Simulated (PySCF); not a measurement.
# How the method changes the constants of KSn

State: ⁴Σ⁻ (quartet), unpaired electrons σ ↑, π ↑↑. Set-up: K x2c-SVPall, Sn x2c-SVPall; spin-free X2C with a Gaussian nucleus (PySCF 2.14). De refers to K + Sn in their high-spin ground configurations, without counterpoise correction. The functionals are run spin-unrestricted. A positive dipole means K(−)Sn(+).

```
      Level  Re (Å)  ωe (cm⁻¹)  De (eV)   μ (D)
        UHF   3.358        136     0.98  -11.16
    UHF-MP2   3.315        138     1.30     n/a
UHF-SCS-MP2   3.324        138     1.17     n/a
   UHF-CCSD   3.325        137     1.23     n/a
UHF-CCSD(T)   3.324        137     1.25     n/a
        PBE   3.284        131     1.31   -8.37
     r²SCAN   3.275        138     1.45   -9.72
      B3LYP   3.294        131     1.13   -8.60
       PBE0   3.266        137     1.33   -9.35
    r²SCAN0   3.262        141     1.44  -10.08
       MN15   3.241        139     1.56   -9.50
    LC-ωPBE   3.236        145     1.40  -10.67
```

(1) Which functional lies closest to UHF-CCSD(T) in De, which farthest, and by how much do they differ from it?

(2) What does a quarter of exact exchange do here, going from PBE to PBE0?

(3) What does the step from GGA to meta-GGA do here, going from PBE to r²SCAN?

Correlated steps freeze 23 core orbitals. Correlated levels converge slowly with the basis: in double zeta they bind strong bonds too weakly, by up to about 1 eV, and carry superposition errors of some tenths. Spin–orbit coupling is left out, which matters for elements this heavy, above all for dissociation energies. The state is the lowest determinant that a PBE0 search found; another state may lie lower at other levels.

The whole job (state search and all levels along the bond) took about 2.8 min on 1 thread of Intel Xeon Platinum 8375C @ 2.90GHz (shared host), peak memory 0.81 GiB.

Results:

(1) Closest is PBE (-4.0 pm in Re, -4.4 % in ωe, +0.06 eV in De against UHF-CCSD(T) in the same basis), farthest MN15 (-8.3 pm in Re, +1.5 % in ωe, +0.31 eV in De). CCSD(T) converges more slowly with the basis than the functionals do and binds too weakly in this one, so the order can change at the basis-set limit.

(2) PBE0 less PBE: -1.8 pm in Re, +4.6 % in ωe, +0.02 eV in De. Exact exchange removes part of the self-interaction that spreads semilocal densities, and in most molecules shortens and stiffens the bond and lowers De; here De goes the other way.

(3) r²SCAN less PBE: -0.9 pm in Re, +5.3 % in ωe, +0.14 eV in De.
